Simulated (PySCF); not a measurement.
Species: C5H13NSi2.
Cartesian coordinates in Å at the GFN2-xTB level; atoms count from 1:
```xyz
21
C5H13NSi2 angstrom
C     -1.7374    2.3310    0.1930
C     -0.5240    1.9108    0.5263
N      0.0029    0.6464    0.3417
Si     1.5480    0.1789    0.9955
Si     2.5364   -1.3385   -0.4318
C     -0.7729   -0.3061   -0.3670
C     -1.0095   -0.1714   -1.6630
C     -1.2844   -1.4499    0.4549
H     -2.0337    3.3442    0.3906
H     -2.4624    1.6946   -0.2827
H      0.1679    2.5812    1.0166
H      1.3587   -0.3115    2.3783
H      2.2849    1.4431    1.1273
H      3.7203   -1.9122    0.2147
H      1.6773   -2.4693   -0.7969
H      2.9949   -0.7486   -1.6922
H     -1.6088   -0.8821   -2.2037
H     -0.6325    0.6708   -2.2168
H     -1.9151   -1.0680    1.2575
H     -1.8639   -2.1370   -0.1554
H     -0.4557   -1.9897    0.9124
```

Computed at PBE0/pcSseg-1 (PySCF, non-relativistic), with Q(14N) = 0.02044 b: N3, 14N (I = 1): χzz = -4.583 MHz, η = 0.373.

Question: Find the zero-field quadrupole resonance frequencies of 14N at N3.

Answer: From ν± = (3/4)|χ|(1 ± η/3) and ν0 = |χ|η/2: ν+ 3.864 MHz, ν− 3.010 MHz, ν0 0.854 MHz (silicon-bound nitrogen).

In a crystal, neighbours and librations shift these lines. One conformer (not necessarily the lowest) at the GFN2-xTB geometry, without solvent, vibrations or thermal averaging. GFN2-xTB frequencies show an imaginary mode (26i cm⁻¹), so this geometry is no minimum at that level. GFN2-xTB bond lengths can be off by several hundredths of an ångström, more for odd bonds, and the gradients follow them. The basis is small and wasn't made for field gradients, so the couplings can be 20 % off.
